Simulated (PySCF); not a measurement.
Species: C2H11ClGe2Si.
SMILES with atom numbers: `[Cl:1][SiH2:2][CH2:3][GeH2:4][CH2:5][GeH3:6]` (hydrogens: H7, H8 on Si2; H9, H10 on C3; H11, H12 on Ge4; H13, H14 on C5; H15, H16, H17 on Ge6)

Computed with PySCF at PBE0/def2-SVPD, non-relativistic, on one gas-phase PBE0-D3(BJ)/def2-SVP geometry that isn't relaxed in the solvent. The solvent is an IEF-PCM continuum (cavity from Bondi-type radii × 1.2). Specific hydrogen bonds and non-electrostatic terms are outside this model. Spin–orbit coupling is left out although an atom past zinc is present.

Gas phase at PBE0/def2-SVPD: HOMO -8.43 eV, LUMO -0.12 eV, dipole 1.34 D.

Q: What does the continuum do to the energy, the frontier levels and the dipole at PBE0/def2-SVPD in chloroform and acetonitrile?

A: 
```json
{"solvent": "chloroform", "ε": "4.711", "E(solvent) − E(gas) (kJ/mol)": "-6.42", "polarisation term (kJ/mol)": "-7.26", "distortion of the solute (kJ/mol)": "0.84", "HOMO (eV)": "-8.28", "LUMO (eV)": "-0.01", "dipole (D)": "1.73"}
{"solvent": "acetonitrile", "ε": "35.69", "E(solvent) − E(gas) (kJ/mol)": "-9.02", "polarisation term (kJ/mol)": "-10.74", "distortion of the solute (kJ/mol)": "1.72", "HOMO (eV)": "-8.25", "LUMO (eV)": "0.01", "dipole (D)": "1.92"}
```

The polarisation term is half the interaction of the solute with the surface charges that it induces; the rest is the cost of distorting the solute's density. The sum is the electrostatic part of solvation alone. From chloroform to acetonitrile the lowering changes by a factor 1.40, Onsager's factor (ε − 1)/(2ε + 1) by 1.35 and ε itself by 7.6.

Q: Which radius a makes the point-dipole formula ΔE = −[(ε − 1)/(2ε + 1)]·μ²/a³ give the value in acetonitrile, with the gas-phase dipole?

A: μ = 0.529 au and |ΔE| = 0.00344 Eh give a = 1.79 Å; the farthest nucleus lies 3.73 Å from the centroid of the nuclei, so such a sphere wouldn't even hold the nuclei. The formula assumes a rigid point dipole at the centre of a sphere.

Q: How does the static polarisability (PBE0/def2-SVPD, frozen core, with the continuum's full static response) change?

A: 
```
      medium  isotropic (au)  principal values (au)  ⟨r²⟩ of the electrons (bohr²)
         gas           125.1    115.6, 122.9, 136.8                         2384.8
  chloroform           158.6    149.8, 158.2, 167.8                         2385.6
acetonitrile           175.7    168.7, 176.2, 182.1                         2386.0
```

The isotropic value in acetonitrile is 1.40 times the gas-phase one; no cavity-field correction is applied. ⟨r²⟩ is taken about the centre of nuclear charge.

The values belong to the conformer `[Cl:1][SiH2:2][CH2:3][GeH2:4][CH2:5][GeH3:6]`: Cl1–Si2–C3–Ge4 -41°, Si2–C3–Ge4–C5 -41°, C3–Ge4–C5–Ge6 -65°.
